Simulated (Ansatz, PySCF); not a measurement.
Input for Ansatz (a first-principles code):
Ansatz 0.2 input:
```yaml
crystal:
  periodic: [false, false, false]
  atoms:
    - {symbol: Cr, position_ang: [0.51488801, -0.08957386, 0.16574168]}
    - {symbol: O, position_ang: [1.49344484, -0.62031087, -0.92091094]}
    - {symbol: O, position_ang: [0.80823630, 0.21989280, 1.66181866]}
    - {symbol: Cl, position_ang: [-0.52366646, 1.64271278, -0.67333183]}
    - {symbol: Cl, position_ang: [-1.28637832, -1.32782353, 0.09068111]}
basis:
  gaussian:
    orbitals: def2-SVP
hamiltonian:
  xc: pbe
total_charge: -1
magnetization: {spin_polarized: true, initial_magnetization: 1}
accuracy: high
```

**Question.** Write the same job for PySCF.

**Answer.** This is not unique; one that fits is 
```python
from pyscf import gto, scf, dft

mol = gto.M(
    atom='''
Cr    0.51488801   -0.08957386    0.16574168
O     1.49344484   -0.62031087   -0.92091094
O     0.80823630    0.21989280    1.66181866
Cl   -0.52366646    1.64271278   -0.67333183
Cl   -1.28637832   -1.32782353    0.09068111
''',
    basis='def2-svp',
    charge=-1,
    spin=1,
    verbose=4,
)

mf = dft.UKS(mol)
mf.xc = 'pbe'
mf.grids.atom_grid = (99, 590)
mf.grids.prune = None
mf.kernel()
```

Both were run: Ansatz gave -2114.273093 Eh and PySCF -2114.273094 Eh, 0.001 mEh apart.
